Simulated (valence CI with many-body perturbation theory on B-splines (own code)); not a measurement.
Which ion has this spectrum?

A relativistic CI+MBPT calculation for an atom or ion with 7 electrons gives these levels (Ry):

```csv
J,Parity,E,g
3/2,odd,0.000,1.61
3/2,odd,2.721,1.27
5/2,odd,3.558,1.19
1/2,odd,4.683,0.66
3/2,odd,7.227,1.24
5/2,even,11.170,1.56
3/2,even,13.091,1.59
1/2,even,13.258,2.49
3/2,even,15.598,1.04
5/2,even,16.420,1.23
1/2,even,17.802,1.56
3/2,even,18.523,1.21
1/2,even,21.516,1.27
3/2,odd,28.000,1.33
```

The energies are calculated, and their last digits are not significant.

Task: Which is it?
A. Se27+
B. Ga24+
C. Ge25+
D. Kr29+

Result: A. Se27+, ground level 2s²2p³ ⁴S°_3/2.
